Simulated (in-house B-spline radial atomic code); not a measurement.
The gold ion Au³⁺ is squeezed into an impenetrable sphere of radius R (the orbitals vanish at R). Method: Dirac-Kohn-Sham LDA VWN5, spherical fractional occupations, Fermi nucleus of rms radius 5.4371 fm. Calculated with a B-spline radial code for spherical atoms.

Energies in eV above the free ion in [Xe] 4f14 5d8:

```
R (bohr)  highest level (eV)  [Xe] 4f14 5d8  [Kr] 4d10 4f14 5s2 5p5 5d8 5f1  [Kr] 4d10 4f14 5s2 5p5 5d9
    9.04               -40.2              0                           90.08                       56.42
    5.97               -40.2       0.003013                           90.95                       56.43
    4.68                 -40          0.119                           93.17                       56.54
    4.35               -39.9          0.295                           94.38                       56.71
    3.47               -38.3          3.102                           102.1                       59.55
    3.15               -36.6          7.184                           109.3                       63.77
    2.44               -25.5          47.82                           163.6                       106.4
    2.06               -7.55          141.5                             273                       204.3
    1.74                27.1          379.9                           534.9                         451
    1.47                92.1          942.2                            1129                        1027
```

(1) Does [Kr] 4d10 4f14 5s2 5p5 5d8 5f1 fall below [Xe] 4f14 5d8 under compression?

(2) Does [Kr] 4d10 4f14 5s2 5p5 5d9 fall below [Xe] 4f14 5d8 under compression?

The highest level is first positive in the row R = 1.74 bohr, pushed up by confinement above the zero of the free ion's potential. Each configuration is held fixed and needn't be the lowest in the sphere.

## Answers

(1) No, it stays above over the whole range.

(2) No, it stays above over the whole range.
